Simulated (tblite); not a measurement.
Record of a relaxation.

Species: C5H13BrSi2.
SMILES with atom numbers: `[CH3:1][CH2:2][CH2:3][Si@H:4]1[CH2:5][Si@H:6]([Br:7])[CH2:8]1` (hydrogens: H9, H10, H11 on C1; H12, H13 on C2; H14, H15 on C3; H16 on Si4; H17, H18 on C5; H19 on Si6; H20, H21 on C8)

Computed with GFN2-xTB (tblite), gas phase: L-BFGS steps from a force-field or distance-geometry start until the largest atomic force falls under 0.01 eV/Å. 6 of its 134 geometries are shown.

Step 0: E = -676.4207 eV, largest atomic force 2.382 eV/Å
```
atom  x, y, z in Å  |  force x, y, z in eV/Å
C1     -3.128    0.596    0.595   -0.308   0.816   1.296
C2     -1.742   -0.012    0.515    0.172  -0.266   1.711
C3     -1.067    0.231   -0.791   -0.295   0.356  -1.077
Si4     0.607   -0.556   -0.753   -0.730  -1.230  -0.784
C5      1.956    0.572   -1.362    0.527   0.654  -2.061
Si6     2.811    0.420    0.253    1.704   0.973   1.351
Br7     4.729   -0.725    0.296   -0.234   0.163  -0.074
C8      1.377   -0.538    0.943    0.269  -1.060   1.751
H9     -3.810   -0.123    1.085    0.041   0.495  -0.612
H10    -3.450    0.904   -0.403   -0.280  -0.094   0.457
H11    -3.075    1.477    1.296   -0.362  -0.575  -0.975
H12    -1.868   -1.094    0.772    0.600   0.653  -0.447
H13    -1.084    0.458    1.312   -0.837  -0.689  -0.642
H14    -0.900    1.325   -0.930   -0.570  -0.637  -0.082
H15    -1.676   -0.180   -1.629    0.375   0.548   0.519
H16     0.672   -1.839   -1.451   -0.010  -0.185   0.081
H17     1.602    1.603   -1.561    0.526  -0.655  -0.332
H18     2.534    0.131   -2.204   -0.509   0.804   0.271
H19     2.981    1.721    0.926    0.257  -0.247  -0.058
H20     0.885    0.060    1.720    0.001  -0.497  -0.190
H21     1.637   -1.532    1.370   -0.336   0.673  -0.104
```

Step 27: E = -677.0949 eV, largest atomic force 0.219 eV/Å
```
atom  x, y, z in Å  |  force x, y, z in eV/Å
C1     -3.268    0.639    0.585    0.138  -0.095  -0.056
C2     -1.897   -0.055    0.561    0.002   0.033  -0.060
C3     -1.106    0.238   -0.718   -0.080   0.021   0.131
Si4     0.633   -0.536   -0.728   -0.147   0.142   0.078
C5      2.056    0.592   -1.380   -0.023  -0.005   0.055
Si6     2.940    0.549    0.311   -0.053  -0.148  -0.078
Br7     4.811   -0.643    0.143    0.119  -0.054  -0.010
C8      1.539   -0.561    0.974   -0.028   0.015  -0.017
H9     -3.979    0.060    1.173    0.030   0.056  -0.031
H10    -3.657    0.741   -0.429   -0.019  -0.061   0.116
H11    -3.201    1.633    1.026    0.047  -0.030  -0.095
H12    -2.027   -1.136    0.669   -0.005   0.079  -0.109
H13    -1.308    0.279    1.414   -0.045  -0.001   0.114
H14    -1.038    1.320   -0.842   -0.013   0.012  -0.006
H15    -1.673   -0.141   -1.569    0.058   0.051  -0.006
H16     0.580   -1.842   -1.379    0.056  -0.161  -0.037
H17     1.764    1.577   -1.728   -0.030   0.048  -0.006
H18     2.632    0.134   -2.178    0.022   0.019  -0.059
H19     3.346    1.757    1.006   -0.042   0.065   0.014
H20     0.998   -0.144    1.817   -0.072   0.037   0.015
H21     1.847   -1.558    1.274    0.086  -0.021   0.048
```

Step 53: E = -677.1852 eV, largest atomic force 0.069 eV/Å
```
atom  x, y, z in Å  |  force x, y, z in eV/Å
C1     -3.300    0.612    0.511   -0.006   0.001  -0.002
C2     -1.962   -0.121    0.526    0.016   0.017  -0.001
C3     -1.061    0.321   -0.623   -0.015   0.013  -0.007
Si4     0.628   -0.546   -0.659   -0.022   0.030   0.034
C5      2.020    0.578   -1.379    0.049   0.003   0.038
Si6     2.990    0.499    0.260    0.021   0.003   0.000
Br7     4.902   -0.636    0.054   -0.068  -0.001  -0.012
C8      1.597   -0.566    1.008    0.003   0.002  -0.012
H9     -3.920    0.307    1.351    0.015  -0.026  -0.001
H10    -3.841    0.399   -0.409    0.015   0.009   0.005
H11    -3.147    1.688    0.577    0.013  -0.025  -0.014
H12    -2.137   -1.198    0.466    0.012   0.023  -0.024
H13    -1.456    0.075    1.474   -0.010  -0.009   0.031
H14    -0.922    1.402   -0.562    0.005  -0.004   0.028
H15    -1.578    0.136   -1.565    0.011  -0.010  -0.013
H16     0.558   -1.881   -1.263   -0.005  -0.011  -0.021
H17     1.704    1.584   -1.645   -0.010  -0.038  -0.018
H18     2.545    0.176   -2.242   -0.027  -0.010   0.007
H19     3.371    1.733    0.930    0.013   0.025   0.007
H20     1.096   -0.105    1.856   -0.018   0.008  -0.028
H21     1.904   -1.556    1.334    0.008   0.002   0.003
```

Step 80: E = -677.1938 eV, largest atomic force 0.053 eV/Å
```
atom  x, y, z in Å  |  force x, y, z in eV/Å
C1     -3.299    0.573    0.509   -0.037   0.034   0.018
C2     -1.954   -0.144    0.516   -0.027   0.005  -0.003
C3     -1.045    0.363   -0.598   -0.017   0.020   0.002
Si4     0.628   -0.528   -0.654   -0.019  -0.003  -0.016
C5      2.033    0.563   -1.396    0.014   0.013   0.009
Si6     2.986    0.519    0.253    0.025  -0.009  -0.010
Br7     4.818   -0.730    0.026    0.025   0.004   0.015
C8      1.579   -0.509    1.020   -0.037  -0.022  -0.001
H9     -3.925    0.236    1.332    0.006  -0.024  -0.006
H10    -3.827    0.385   -0.424    0.020   0.013   0.021
H11    -3.154    1.647    0.611   -0.013  -0.004  -0.012
H12    -2.118   -1.217    0.399    0.026  -0.017  -0.006
H13    -1.469    0.012    1.483   -0.015  -0.022  -0.031
H14    -0.894    1.436   -0.459    0.020  -0.007  -0.008
H15    -1.559    0.249   -1.554    0.040  -0.020   0.024
H16     0.546   -1.872   -1.239   -0.019   0.017  -0.002
H17     1.723    1.557   -1.708   -0.001  -0.011  -0.007
H18     2.566    0.122   -2.234   -0.034   0.007   0.002
H19     3.420    1.748    0.899    0.020   0.002  -0.009
H20     1.060   -0.022    1.841    0.009   0.021   0.004
H21     1.877   -1.490    1.379    0.013   0.002   0.019
```

Step 106: E = -677.2063 eV, largest atomic force 0.035 eV/Å
```
atom  x, y, z in Å  |  force x, y, z in eV/Å
C1     -3.354    0.496    0.498   -0.003   0.004  -0.011
C2     -1.997   -0.197    0.456   -0.009  -0.007   0.001
C3     -1.038    0.458   -0.533    0.014  -0.015   0.007
Si4     0.620   -0.458   -0.594    0.026   0.010  -0.009
C5      2.061    0.516   -1.424    0.006   0.012  -0.001
Si6     3.067    0.491    0.193   -0.017  -0.019  -0.005
Br7     4.801   -0.901    0.028   -0.011   0.015  -0.008
C8      1.607   -0.374    1.058   -0.019  -0.008   0.015
H9     -4.001    0.031    1.241    0.023   0.006  -0.018
H10    -3.844    0.427   -0.471    0.002   0.028   0.003
H11    -3.240    1.548    0.753   -0.002  -0.020  -0.008
H12    -2.135   -1.243    0.177   -0.019  -0.022   0.006
H13    -1.553   -0.182    1.453    0.003   0.007   0.017
H14    -0.888    1.502   -0.252   -0.012   0.003  -0.001
H15    -1.495    0.463   -1.523   -0.001   0.010   0.000
H16     0.462   -1.822   -1.111    0.018  -0.007   0.000
H17     1.798    1.516   -1.762   -0.001  -0.009  -0.014
H18     2.534    0.015   -2.265   -0.033   0.008   0.008
H19     3.610    1.726    0.737    0.020   0.002   0.004
H20     1.136    0.222    1.834    0.001   0.025   0.010
H21     1.841   -1.335    1.507    0.013  -0.023   0.005
```

Step 133: E = -677.2123 eV, largest atomic force 0.010 eV/Å
```
atom  x, y, z in Å  |  force x, y, z in eV/Å
C1     -3.385    0.485    0.454    0.002   0.000   0.004
C2     -2.050   -0.249    0.416    0.000  -0.006   0.007
C3     -1.032    0.454   -0.475   -0.002  -0.008   0.004
Si4     0.633   -0.448   -0.511    0.006   0.000  -0.003
C5      2.034    0.516   -1.418    0.006   0.005   0.001
Si6     3.115    0.484    0.149    0.001   0.003  -0.008
Br7     4.757   -1.003   -0.094   -0.002   0.001   0.004
C8      1.663   -0.292    1.109   -0.003  -0.005  -0.005
H9     -4.092   -0.039    1.093   -0.005   0.000   0.001
H10    -3.812    0.555   -0.544    0.007  -0.004  -0.004
H11    -3.256    1.494    0.841    0.005   0.004   0.000
H12    -2.207   -1.265    0.049    0.002   0.003  -0.001
H13    -1.652   -0.327    1.430   -0.002   0.003  -0.003
H14    -0.896    1.479   -0.123   -0.010   0.002   0.002
H15    -1.436    0.525   -1.486    0.005   0.003  -0.005
H16     0.508   -1.835   -0.974   -0.005   0.003   0.003
H17     1.758    1.516   -1.740    0.000  -0.001   0.002
H18     2.457    0.013   -2.284   -0.004   0.003   0.007
H19     3.762    1.692    0.639    0.001  -0.003  -0.005
H20     1.233    0.372    1.855   -0.003  -0.002  -0.004
H21     1.887   -1.228    1.615    0.001   0.000   0.002
```

Task: Summarise the path.

Result: The energy falls by 18.25 kcal/mol from step 0 to step 133; nine tenths of that is first reached at step 35. It falls at every step. The largest force goes from 2.382 to 0.010 eV/Å. Among the bonds C5–Si6 changes most, from 1.834 to 1.904 Å; the atoms move by 0.533 Å rms after alignment.

What follows is the cost of the whole relaxation. Hardware: Arm Neoverse N1, one thread, shared host with 64 logical CPUs at a one-minute load of 56. Cost: 2.6 s.
